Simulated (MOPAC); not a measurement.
MOPAC input (PM3):

```
PM3 1SCF CHARGE=-1 GEO-OK AUX(PRECISION=9) THREADS=1
C2H4N

C     1.10126503 1   -0.42590153 1    0.11882443 1
N     0.05902261 1    0.36914836 1    0.25462138 1
C    -1.13701915 1    0.20228262 1   -0.27306636 1
H     2.03612484 1   -0.17060416 1    0.61036532 1
H     1.07185192 1   -1.35069917 1   -0.47726420 1
H    -1.39316111 1   -0.65888258 1   -0.90885189 1
H    -1.91344924 1    0.93786092 1   -0.08114727 1
```

Output:

```
 *******************************************************************************
 **                                                                           **
 **                              MOPAC v23.2.5                                **
 **                                                                           **
 *******************************************************************************
 ** MOPAC's Digital Object Identifier: https://doi.org/10.5281/zenodo.6511958 **
 **                                                                           **
 ** Please cite the open-source release paper for use of this MOPAC version:  **
 ** J. E. Moussa and J. J. P. Stewart (2026)                                  **
 ** MOPAC: An open-source semiempirical molecular orbital program             **
 ** J. Open Source Softw., 11(119), 8025, https://doi.org/10.21105/joss.08025 **
 *******************************************************************************

                              PM3 CALCULATION RESULTS

 *******************************************************************************
 *  PM3        - The PM3 Hamiltonian to be used
 *  GEO-OK     - OVERRIDE INTERATOMIC DISTANCE AND OTHER SAFETY CHECKS
 *
 *
 *
 *                 CHARGE ON SYSTEM = -1
 *
 *
 *
 *  1SCF       - DO 1 SCF AND THEN STOP
 *  AUX        - OUTPUT AUXILIARY INFORMATION
 *******************************************************************************
PM3 1SCF CHARGE=-1 GEO-OK AUX(PRECISION=9) THREADS=1
 C2H4N

   ATOM   CHEMICAL          X               Y               Z
  NUMBER   SYMBOL      (ANGSTROMS)     (ANGSTROMS)     (ANGSTROMS)

     1       C          1.10126503  *  -0.42590153  *   0.11882443  *
     2       N          0.05902261  *   0.36914836  *   0.25462138  *
     3       C         -1.13701915  *   0.20228262  *  -0.27306636  *
     4       H          2.03612484  *  -0.17060416  *   0.61036532  *
     5       H          1.07185192  *  -1.35069917  *  -0.47726420  *
     6       H         -1.39316111  *  -0.65888258  *  -0.90885189  *
     7       H         -1.91344924  *   0.93786092  *  -0.08114727  *

          CARTESIAN COORDINATES

    NO.       ATOM           X           Y           Z

     1         C          1.1013     -0.4259      0.1188
     2         N          0.0590      0.3691      0.2546
     3         C         -1.1370      0.2023     -0.2731
     4         H          2.0361     -0.1706      0.6104
     5         H          1.0719     -1.3507     -0.4773
     6         H         -1.3932     -0.6589     -0.9089
     7         H         -1.9134      0.9379     -0.0811

  H: (PM3): J. J. P. STEWART, J. COMP. CHEM. 10, 209 (1989).
  C: (PM3): J. J. P. STEWART, J. COMP. CHEM. 10, 209 (1989).
  N: (PM3): J. J. P. STEWART, J. COMP. CHEM. 10, 209 (1989).

           Empirical Formula: C2 H4 N  =     7 atoms

      MOLECULAR POINT GROUP   :   C2v

      RHF CALCULATION, NO. OF DOUBLY OCCUPIED LEVELS = 9

 -------------------------------------------------------------------------------
 PM3 1SCF CHARGE=-1 GEO-OK AUX(PRECISION=9) THREADS=1
 C2H4N

     1SCF WAS SPECIFIED, SO BFGS WAS NOT USED
     SCF FIELD WAS ACHIEVED

                              PM3 CALCULATION
                                                       MOPAC v23.2.5 Linux

          FINAL HEAT OF FORMATION =         26.48827 KCAL/MOL =     110.82694 KJ/MOL

          COSMO AREA              =         85.88 SQUARE ANGSTROMS
          COSMO VOLUME            =         67.75 CUBIC ANGSTROMS

          IONIZATION POTENTIAL    =          1.007607 EV
          HOMO LUMO ENERGIES (EV) =         -1.008  8.471
          NO. OF FILLED LEVELS    =          9
          MOLECULAR WEIGHT        =         42.0603         POINT GROUP:  C2v

          MOLECULAR DIMENSIONS (Angstroms)

            Atom       Atom       Distance
            H     7    H     4     4.16005
            H     5    H     4     1.70121
            H     6    C     1     0.00000

          SCF CALCULATIONS        =          1

   ATOM   CHEMICAL          X               Y               Z
  NUMBER   SYMBOL      (ANGSTROMS)     (ANGSTROMS)     (ANGSTROMS)

     1       C          1.10126503  *  -0.42590153  *   0.11882443  *
     2       N          0.05902261  *   0.36914836  *   0.25462138  *
     3       C         -1.13701915  *   0.20228262  *  -0.27306636  *
     4       H          2.03612484  *  -0.17060416  *   0.61036532  *
     5       H          1.07185192  *  -1.35069917  *  -0.47726420  *
     6       H         -1.39316111  *  -0.65888258  *  -0.90885189  *
     7       H         -1.91344924  *   0.93786092  *  -0.08114727  *

                             CARTESIAN COORDINATES

   1    C        1.101265030    -0.425901530     0.118824430
   2    N        0.059022610     0.369148360     0.254621380
   3    C       -1.137019150     0.202282620    -0.273066360
   4    H        2.036124840    -0.170604160     0.610365320
   5    H        1.071851920    -1.350699170    -0.477264200
   6    H       -1.393161110    -0.658882580    -0.908851890
   7    H       -1.913449240     0.937860920    -0.081147270

           Empirical Formula: C2 H4 N  =     7 atoms

      MOLECULAR POINT GROUP   :   C2v

                  EIGENVALUES
 -26.40919 -19.36420 -12.75162  -9.86830  -9.48869  -6.88717  -5.72323  -2.95197
  -1.00761   8.47135   9.85598  10.07741  10.86682  10.99535  12.08750  14.15933

              NET ATOMIC CHARGES AND DIPOLE CONTRIBUTIONS

  ATOM NO.   TYPE          CHARGE      No. of ELECS.   s-Pop       p-Pop
    1          C          -0.653494        4.6535     1.20365     3.44984
    2          N           0.087319        4.9127     1.52361     3.38907
    3          C          -0.653494        4.6535     1.20365     3.44984
    4          H           0.061115        0.9389     0.93889
    5          H           0.048720        0.9513     0.95128
    6          H           0.048720        0.9513     0.95128
    7          H           0.061115        0.9389     0.93889
 DIPOLE           X         Y         Z       TOTAL
 POINT-CHG.     0.120     0.752     0.519     0.922
 HYBRID        -0.178    -1.112    -0.767     1.363
 SUM           -0.058    -0.360    -0.248     0.441

          ATOMIC ORBITAL ELECTRON POPULATIONS

     Atom    s        px        py        pz
    1  C   1.20365   1.01505   1.10489   1.32990
    2  N   1.52361   0.95824   1.30600   1.12483
    3  C   1.20365   1.00993   1.11388   1.32604
    4  H   0.93889
    5  H   0.95128
    6  H   0.95128
    7  H   0.93889

 **********************
 *                    *
 * JOB ENDED NORMALLY *
 *                    *
 **********************

 == MOPAC DONE ==
```

The dipole moment of an ion depends on the origin.
